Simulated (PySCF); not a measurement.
# UHF on Mg (magnesium, neutral)

Configuration: [Ne] 3s2, closed-shell 1S. Calculation: PySCF 2.14, in aug-cc-pVQZ-DK (7s6p4d3f2g, 84 functions); scalar relativity by spin-free X2C-1e.

```json
{
  "Total energy": "-199.920578 hartree",
  "One-electron energy": "-279.8602 hartree",
  "Hartree (Coulomb) energy": "95.9746 hartree",
  "Exchange energy": "-16.0350 hartree",
  "⟨S²⟩": "0.0000",
  "⟨L²⟩": "0.000",
  "Sum of ⟨r⟩": "12.24 bohr",
  "Sum of ⟨r²⟩": "29.54 bohr²",
  "Langevin diamagnetic susceptibility": "-23.4 ×10⁻⁶ cm³/mol"
}
```

```json
{"shell": "1s", "electrons": "2", "mean orbital energy (eV)": "-1336.5", "rms radius, mean of both spins (bohr)": "0.151"}
{"shell": "2s", "electrons": "2", "mean orbital energy (eV)": "-102.85", "rms radius, mean of both spins (bohr)": "0.754"}
{"shell": "2p", "electrons": "6", "mean orbital energy (eV)": "-62.055", "rms radius, mean of both spins (bohr)": "0.773"}
{"shell": "3s", "electrons": "2", "mean orbital energy (eV)": "-6.896", "rms radius, mean of both spins (bohr)": "3.52"}
```

Spin-orbit constants ζ (cm⁻¹) from the X2C one-electron operator on these orbitals: bare nucleus, nucleus screened by l(l+1)(2l+1)/3 electrons, and screened by the Breit-Pauli mean field of the electrons.

```
shell  bare  screened nucleus  mean field
   2p  1746              1455        1324
```
